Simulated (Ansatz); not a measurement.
A nudged elastic band was laid between two geometries of ClF2H3OSi + FH (10 atoms, charge 0, multiplicity 1).

All numbers below come from RKS PBE0-D4/def2-SVP (Ansatz 0.2.0).

```
movable images  : 5
climbing image  : yes
spring          : 5.0 eV/Å²
optimiser       : quadratic models (default)
start path      : through a guess of the saddle point
force threshold : 0.05 eV/Å
iteration limit : 60
end points      : relaxed
```

First end point:

```xyz
10
Properties=species:S:1:pos:R:3
Si -1.245 0.158 -0.200
Cl -0.181 -1.487 -0.995
F -2.725 -0.351 -0.632
F -1.151 1.459 -1.166
H -1.399 0.230 1.258
H 1.331 0.325 0.669
O 0.653 0.956 0.348
H 1.531 -1.576 0.261
F 2.141 -1.162 0.844
H 1.044 1.448 -0.387
```

Last end point:

```xyz
10
Properties=species:S:1:pos:R:3
Si -1.171 0.670 -0.072
Cl 0.194 -2.568 -0.313
F -1.793 0.191 -1.467
F -1.850 2.094 0.236
H -1.393 -0.258 1.035
H 1.565 0.061 0.558
O 0.464 0.918 -0.256
H 1.136 -1.911 0.311
F 2.079 -0.603 1.000
H 0.768 1.405 -1.031
```

Q: Which bonds break or form, and what moves?

A: Bonds broken: Si1–Cl2, H6–O7, H8–F9. Bonds formed: Cl2–H8, H6–F9. ClF2H3OSi + FH becomes ClH + F2H2OSi + FH.

Q: Give the energies along the band, and the barrier.

A: The run converged. The highest image is number 2 of 0 to 6, 0.30 eV above the first end and 0.38 eV above the last; the last end lies 0.08 eV below the first. A vibrational analysis at the climbing image gives one clearly imaginary mode, 96i cm⁻¹, and a faint second one (35i cm⁻¹) that may be numerical noise or a soft torsion: probably a first-order saddle point. The orbitals stay closed-shell, which can raise the energy where a bond breaks towards radicals; this wasn't checked here.

```tsv
image	path coordinate (Å)	energy (eV)	Si1–Cl2 (Å)	H6–O7 (Å)	H8–F9 (Å)
0	0.00	0.00	2.11	0.98	0.94
1	0.89	0.10	2.14	0.98	0.94
2	1.78	0.30	2.21	1.00	0.96
3	2.61	0.22	2.26	1.01	0.97
4	3.44	0.07	2.87	1.47	1.52
5	4.28	-0.07	3.42	1.61	1.73
6	5.11	-0.08	3.52	1.62	1.75
```

Q: What is the geometry of the highest image?

A: 
```xyz
10
Properties=species:S:1:pos:R:3
Si -1.187 0.207 -0.178
Cl -0.311 -1.825 -0.234
F -2.266 -0.279 -1.290
F -1.266 1.791 -0.652
H -1.717 0.206 1.192
H 1.423 0.167 0.266
O 0.628 0.729 0.048
H 1.574 -1.612 0.367
F 2.322 -1.053 0.578
H 0.800 1.669 -0.096
```

The band took 14 iterations and of the order of 7 core-minutes.

The run took 3.8 min on 2 threads of Arm Neoverse V1, with other jobs on the host, peak memory 0.27 GiB.
